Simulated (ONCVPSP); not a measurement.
Which change was made? (Nb, ONCV)

| Item | Value |
| --- | --- |
| Element | Nb |
| Generator | ONCVPSP 4.0.1 |
| Type | optimised norm-conserving Vanderbilt (ONCV) |
| Functional | PBE |
| Relativity | scalar-relativistic |
| Frozen core | [Ar] 3d10 |
| Valence charge | 13 |
| Reference configuration | 4s2 4p6 4d4 5s1 |
| Partial waves | 4s+5s: rc 1.85 bohr, ncon 3, nbas 8, qcut 7 1/bohr, 2 projectors; 4p: rc 1.20 bohr, ncon 4, nbas 9, qcut 6.3 1/bohr, 2 projectors, debl 3.3 Ha; 4d: rc 1.85 bohr, ncon 3, nbas 6, qcut 5.3 1/bohr, 2 projectors, debl 0.4 Ha |
| Local potential | polynomial inside 1.15 bohr (lpopt 4, dvloc0 1 Ha) |
| Core correction | Teter function, fcfact 3.25, rcfact 1.45 |

Cutoffs, loose and tight: the cutoffs (Ha) at which the residual kinetic energy of the hardest occupied pseudo-wave falls to 1 and 0.1 mHa per electron. They do not see the model core or the augmentation charge, which bear on the density cutoff. Test errors are all-electron minus pseudo excitation energies from the reference, over the configurations 4s2 4p6 4d4 5s0; 4s2 4p6 4d3 5s0; 4s2 4p6 4d2 5s0; 4s2 4p6 4d4 5s0.5; variants that change the core or the reference have their own tests. The largest error is taken over the tests solved by every variant that gives reliable tests at all, those not shown here included: 4s2 4p6 4d3 5s0; 4s2 4p6 4d4 5s0; 4s2 4p6 4d4 5s0.5.

The base gives: outcome: generated; cutoff, loose: 65 Ha; cutoff, tight: 178 Ha; bound ghosts: none; GHOST(+) flags above zero: s; largest test error (meV): -3.0.

**Question.** After one change the result is: outcome: generated; cutoff, loose: 18 Ha; cutoff, tight: 89 Ha; bound ghosts: none; GHOST(+) flags above zero: none; largest test error (meV): -1.6. Which change was it?
A. all radii but the core radius scaled by about 1.22 (s 2.26, p 1.46, d 2.26 bohr); local potential polynomial inside 1.40 bohr (lpopt 4, dvloc0 1 Ha)
B. all radii but the core radius scaled by about 1.33 (s 2.46, p 1.60, d 2.46 bohr); local potential polynomial inside 1.54 bohr (lpopt 4, dvloc0 1 Ha)
C. all radii but the core radius scaled by about 0.88 (s 1.62, p 1.06, d 1.62 bohr); local potential polynomial inside 1.00 bohr (lpopt 4, dvloc0 1 Ha)
D. all radii but the core radius scaled by about 1.11 (s 2.06, p 1.34, d 2.06 bohr); local potential polynomial inside 1.28 bohr (lpopt 4, dvloc0 1 Ha)

**Answer.** A. The others give: all radii but the core radius scaled by about 1.33 (s 2.46, p 1.60, d 2.46 bohr); local potential polynomial inside 1.54 bohr (lpopt 4, dvloc0 1 Ha) → outcome: generated; cutoff, loose: 11 Ha; cutoff, tight: 24 Ha; bound ghosts: none; GHOST(+) flags above zero: none; largest test error (meV): -1.4 | all radii but the core radius scaled by about 1.11 (s 2.06, p 1.34, d 2.06 bohr); local potential polynomial inside 1.28 bohr (lpopt 4, dvloc0 1 Ha) → outcome: generated; cutoff, loose: 31 Ha; cutoff, tight: 138 Ha; bound ghosts: none; GHOST(+) flags above zero: none; largest test error (meV): -2.1 | all radii but the core radius scaled by about 0.88 (s 1.62, p 1.06, d 1.62 bohr); local potential polynomial inside 1.00 bohr (lpopt 4, dvloc0 1 Ha) → outcome: generated; cutoff, loose: 48 Ha; cutoff, tight: 191 Ha; bound ghosts: d; GHOST(+) flags above zero: s; largest test error (meV): -2.9.
